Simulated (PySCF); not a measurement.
Partial charges of `[SiH3]C[BH-]1[NH2+][BH2-][NH2+]1`

CH12B2N2Si.
Cartesian coordinates in Å at the PBE0-D3(BJ)/def2-SVP level; atoms count from 1:
```xyz
18
CH12B2N2Si angstrom
Si     2.4653    0.0090   -0.2224
C      0.8188    0.1985   -1.0971
B     -0.3875   -0.5066   -0.3048
N     -0.7569    0.2276    1.0721
B     -2.2051    0.5037    0.4609
N     -1.8322   -0.1920   -0.9269
H      2.3887    0.5790    1.1659
H      2.8475   -1.4316   -0.0913
H      3.5800    0.7241   -0.9227
H      0.6305    1.2774   -1.2580
H      0.9259   -0.2564   -2.0982
H     -0.2607   -1.7082   -0.1225
H     -0.7393   -0.3685    1.8944
H     -0.2097    1.0603    1.2780
H     -3.0716   -0.1116    1.0553
H     -2.4227    1.6951    0.3280
H     -1.8248    0.4308   -1.7307
H     -2.3854   -1.0104   -1.1637
```

Density: PBE0/pcSseg-1 (PySCF); schemes: Mulliken, IAO, Hirshfeld and ESP-fitted. Geometry: PBE0-D3(BJ)/def2-SVP, one conformer, isolated molecule.

Question: Atoms with like bonding are taken together and averaged. Which atoms carry the highest charge in the Mulliken, IAO, Hirshfeld and ESP-fitted schemes?

Answer: The schemes don't all agree: Mulliken Si1 (+0.458); IAO Si1 (+0.594); Hirshfeld Si1 (+0.296); ESP-fitted B3 (+0.501).

Question: For which atoms does the sign change between the 4 schemes (beyond +0.03 e in one, beyond −0.03 e in another)?

Answer: B5 and H12.

Question: At which atom do the 4 schemes differ most?

Answer: At C2: from -0.744 (Mulliken) to -0.237 e (Hirshfeld), 0.507 e apart.

Question: Tabulate the Mulliken, IAO, Hirshfeld and ESP-fitted charges.

Answer: In e; atoms taken as equivalent share a row and are averaged (×n: the atom named and its like, n in all):

| atom | environment | Mulliken | IAO | Hirshfeld | ESP-fitted |
| --- | --- | --- | --- | --- | --- |
| Si1 | SiH3 silicon | +0.458 | +0.594 | +0.296 | +0.473 |
| C2 | sp3 carbon bound to silicon | -0.744 | -0.668 | -0.237 | -0.675 |
| B3 | four-coordinate boron | +0.324 | +0.071 | +0.080 | +0.501 |
| N4/N6 | nitrogen bonded to 2 B and 2 H | -0.473 | -0.424 | -0.135 | -0.552 |
| B5 | four-coordinate boron | +0.030 | -0.092 | +0.030 | +0.187 |
| H7/H8/H9 | Si–H hydrogen | -0.094 | -0.126 | -0.086 | -0.136 |
| H10/H11 | methylene hydrogen | +0.142 | +0.140 | +0.032 | +0.157 |
| H12 | B–H hydrogen | +0.040 | -0.025 | -0.090 | -0.192 |
| H13/H18 | N–H hydrogen | +0.221 | +0.280 | +0.146 | +0.293 |
| H14/H17 | N–H hydrogen | +0.213 | +0.272 | +0.140 | +0.303 |
| H15 | B–H hydrogen | -0.018 | -0.019 | -0.092 | -0.140 |
| H16 | B–H hydrogen | -0.013 | -0.021 | -0.094 | -0.150 |

Mean size of the charges over all atoms: ESP-fitted 0.296 e, IAO 0.228 e, Mulliken 0.223 e, Hirshfeld 0.116 e. Each set sums to the total charge, 0, to within 0.001 e. The Mulliken scheme gives each basis function's population to the atom it is centred on and halves the overlap population of two atoms between them. The ESP scheme is a least-squares fit of atom-centred charges to the potential on four shells outside the van der Waals surface, with the total charge fixed.

Some averages cover members that differ in this geometry: H7/H8/H9, ESP-fitted -0.161 to -0.121; H14/H17, ESP-fitted +0.284 to +0.323; H7/H8/H9, Mulliken -0.115 to -0.078; N4/N6, ESP-fitted -0.566 to -0.537 e.

Question: How closely do the schemes follow one another over all atoms?

Answer: Correlation coefficient and root-mean-square difference: Mulliken with IAO 0.96, 0.085 e; Mulliken with ESP-fitted 0.96, 0.104 e; IAO with Hirshfeld 0.93, 0.178 e; Hirshfeld with ESP-fitted 0.92, 0.227 e; IAO with ESP-fitted 0.91, 0.144 e; Mulliken with Hirshfeld 0.88, 0.190 e.

Question: Sum the charges by element, for elements with more than one atom.

Answer: 
| element | atoms | Mulliken | IAO | Hirshfeld | ESP-fitted |
| --- | --- | --- | --- | --- | --- |
| B | 2 | +0.353 | -0.021 | +0.110 | +0.688 |
| N | 2 | -0.947 | -0.848 | -0.270 | -1.103 |
| H | 12 | +0.880 | +0.943 | +0.102 | +0.617 |

Question: How many electrons does the IAO scheme count on Si1?

Answer: Z − q = 14 − (+0.594) = 13.406.

These values come from a run that also computed NMR shieldings. The run took 21 s of wall time on one thread, Arm Neoverse V1, no GPU, on a shared host.
